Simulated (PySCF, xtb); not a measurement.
C2H6O2Si, SMILES O1C[SiH](O)C1.

GFN2-xTB in xtb at its own geometry gives an orbital gap of 4.82 eV and a dipole moment of 4.00 D.

Coordinates come from a PBE0-D3(BJ)/def2-SVP optimisation. This is a generated structure with no PubChem entry under its InChIKey; it may be hypothetical. Other conformers were not sampled.

**Question.** What does PBE/def2-TZVP (PySCF) give? (The exact figures need the calculation; the answer reports its results.)

**Answer.** gap 5.00 eV (levels -5.58 and -0.59 eV), dipole 2.25 D.
